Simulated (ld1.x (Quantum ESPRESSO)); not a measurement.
## Eu: one change to a TM potential, before and after

| Property | Result |
| --- | --- |
| Element | Eu (Z = 63) |
| Generator | ld1.x (Quantum ESPRESSO) 7.5 |
| Type | norm-conserving Troullier–Martins (Kleinman–Bylander form) |
| Functional | PBE |
| Relativity | fully relativistic |
| Frozen core | [Kr] 4d10 5s2 |
| Valence charge | 15 |
| Reference configuration | 4f7 5p6 5d0 6s1.75 6p0.25 |
| Partial waves | 6s (bound): rc 3.65 bohr; 5p (bound): rc 2.20 bohr; 4f (bound): rc 1.15 bohr; 5d (bound, empty): rc 3.15 bohr |
| Local potential | the d channel |
| Core correction | none |

Open shells are filled in proportion to 2j + 1 (rel_dist='average').

Occupied shells without a wave of their own: 6p. They enter only through the test configuration that unscreens the potential.

Change: wave 5d (bound): rc 3.15 bohr becomes 5d (bound): rc 3.30 bohr.

Cutoffs: the cutoffs (Ry, on a coarse ladder) from which the occupation-weighted sum of valence levels, in a spherical-Bessel basis at the reference potential, stays within 10 and 1 mRy of its value at 400 Ry; they do not see the model core or the augmentation charge, which bear on the density cutoff. Errors are all-electron minus pseudo energies relative to the spin-unpolarised reference configuration.

Problem. What does the change do?

Solution. Both files keep a bound ghost (s); of the 7 tests that both files solve, the error grows in 0 and shrinks in 5 by more than 15 % and 0.3 meV (median size 13.2 → 9.2 meV). That the errors move this way runs against the usual rule that smaller radii transfer better.

```csv
quantity,base,changed
"cutoff, loose",260 Ry,260 Ry
"cutoff, tight",over 300 Ry,over 300 Ry
bound ghosts,s,s
"error for 4f7 5p6 5d0 6s2 6p0, meV [ΔE -0.61 eV]",-7.7,-5.4
"error for 4f7 5p6 5d0 6s1 6p0, meV [ΔE 5.41 eV]",-15,-11
"error for 4f7 5p6 5d0 6s0 6p0, meV [ΔE 16.65 eV]",-13,-6.0
"error for 4f6 5p6 5d1 6s2 6p0, meV [ΔE 2.73 eV]",-323,-335
"error for 4f7 5p6 5d0 6s1.5 6p0, meV [ΔE 1.79 eV]",-12,-8.2
"error for 4f7 5p6 5d1 6s1 6p0, meV [ΔE 1.55 eV]",-11,-9.2
"error for 4f8 5p6 5d0 6s0 6p0, meV [ΔE 7.37 eV]",-226,-226
s: phases at 3.96 bohr within 0.05 rad from the reference energy up to (Ry; the scan ends near 5),n/a,n/a
p1/2: phases at 3.96 bohr within 0.05 rad from the reference energy up to (Ry; the scan ends near 5),0.0,0.1
p3/2: phases at 3.96 bohr within 0.05 rad from the reference energy up to (Ry; the scan ends near 5),-0.1,0.0
d3/2: phases at 3.96 bohr within 0.05 rad from the reference energy up to (Ry; the scan ends near 5),n/a,n/a
d5/2: phases at 3.96 bohr within 0.05 rad from the reference energy up to (Ry; the scan ends near 5),n/a,n/a
f5/2: phases at 3.96 bohr within 0.05 rad from the reference energy up to (Ry; the scan ends near 5),n/a,n/a
f7/2: phases at 3.96 bohr within 0.05 rad from the reference energy up to (Ry; the scan ends near 5),0.7,0.7
```

Base: The 6p level has no wave, so the channel is fitted at the deeper level alone: the likely source of the large errors. Changed file: The 6p level has no wave, so the channel is fitted at the deeper level alone: the likely source of the large errors. A true bound ghost makes a file unfit for plane-wave use even where its test errors are small: the radial tests pick states by their node count and pass the ghost by.
